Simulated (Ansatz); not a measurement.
Mulliken charges of `[C]#C[Si](O)(O)Cl` radical from r2SCAN/def2-TZVPP in Ansatz (PBE0-D4/def2-TZVP geometry).

```json
{"atom": "C1", "x (Å)": "1.429", "y (Å)": "-1.477", "z (Å)": "1.968", "charge (e)": "0.003"}
{"atom": "C2", "x (Å)": "0.859", "y (Å)": "-0.754", "z (Å)": "1.182", "charge (e)": "-0.229"}
{"atom": "Si3", "x (Å)": "-0.069", "y (Å)": "0.278", "z (Å)": "0.011", "charge (e)": "0.783"}
{"atom": "O4", "x (Å)": "0.828", "y (Å)": "0.308", "z (Å)": "-1.342", "charge (e)": "-0.382"}
{"atom": "O5", "x (Å)": "-1.575", "y (Å)": "-0.293", "z (Å)": "-0.199", "charge (e)": "-0.372"}
{"atom": "Cl6", "x (Å)": "-0.317", "y (Å)": "2.152", "z (Å)": "0.756", "charge (e)": "-0.227"}
{"atom": "H7", "x (Å)": "0.610", "y (Å)": "0.952", "z (Å)": "-2.018", "charge (e)": "0.214"}
{"atom": "H8", "x (Å)": "-1.673", "y (Å)": "-1.222", "z (Å)": "-0.415", "charge (e)": "0.210"}
```

Task: By hand: the dipole of these point charges (1 e Å = 4.8032 D).

Result: Σ q r = (-0.126, -0.164, -0.360) e Å, of length 0.415 e Å = 1.99 D.

Task: How does the dipole of the full density compare? (An estimate is asked.)

Result: Computed: (-0.082, -0.206, -0.316) e Å, 1.85 D; the point charges give 1.08 times that, at 10° from its direction.

Point charges leave out the atoms' own dipoles, such as those of lone pairs, and Mulliken's split depends on the basis, so the close match here is no proof of good charges.
